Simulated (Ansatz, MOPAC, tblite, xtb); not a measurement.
Potential energy curve for Ba(F)2, SMILES [Ba]([F])[F] (BaF2). The Ba1–F3 bond (Ba1 also carries F; F3 carries nothing else) is varied alone, starting from the PBE0/def2-TZVP, def2 effective core potentials past Kr optimised geometry.

- GFN2-xTB, 300 K electronic temperature (tblite)
- GFN1-xTB (xtb)
- PM6, restricted, heats of formation (MOPAC)
- RKS-PBE0 = restricted PBE0/def2-TZVP, def2 effective core potentials past Kr run with Ansatz (a first-principles code)
- UKS-PBE0 = unrestricted PBE0/def2-TZVP, def2 effective core potentials past Kr (Ansatz)

Energies are in kJ/mol, each relative to the lowest point of its own curve near equilibrium.

| R / Å | GFN2-xTB | GFN1-xTB | PM6 | RKS-PBE0 | UKS-PBE0 |
|---|---|---|---|---|---|
| 1.85 | 28.2 | 45.4 | 118.2 | 120.1 | 120.1 |
| 1.96 | 6.9 | ___ | 58.6 | 48.5 | 48.5 |
| 2.08 | 0.0 | 0.0 | 21.5 | 10.4 | 10.4 |
| 2.16 | 0.2 | 0.5 | 8.1 | 0.9 | 0.9 |
| 2.23 | 2.2 | 4.0 | 2.0 | 0.0 | 0.0 |
| 2.30 | 5.3 | 9.2 | 0.0 | 4.3 | 4.3 |
| 2.37 | 9.3 | 15.6 | 1.3 | 12.5 | 12.5 |
| 2.50 | 18.1 | 29.7 | 10.5 | 34.5 | 34.5 |
| 2.68 | 32.4 | ___ | 33.8 | 72.8 | 72.8 |
| 2.91 | 52.5 | 82.7 | 74.8 | 125.1 | 125.1 |
| 3.27 | ___ | 131.5 | 148.4 | 201.4 | 201.4 |
| 3.66 | ___ | 180.4 | ___ | 270.8 | 270.8 |
| 4.13 | 168.1 | — | 290.9 | 337.3 | 337.3 |
| 4.64 | — | — | 340.0 | 391.9 | 389.2 |
| 5.46 | — | — | ___ | 450.4 | 435.3 |
| 6.42 | — | — | 422.9 | 490.5 | 462.9 |

### Question
What belongs in the gaps?

### Answer

- 1.96, GFN1-xTB: 11.0
- 2.68, GFN1-xTB: 51.9
- 3.27, GFN2-xTB: 86.4
- 3.66, GFN2-xTB: 125.3
- 3.66, PM6: 222.6
- 5.46, PM6: 387.8

Dashes: no converged value, or the column stops at the first point that the program doubted or that broke a chosen test of continuity, which isn't proof of a fault.

The unrestricted determinant behind UKS-PBE0 is spin-contaminated at 4.64 to 6.42 Å (<S²> up to 0.5, against 0.00 for a pure singlet).
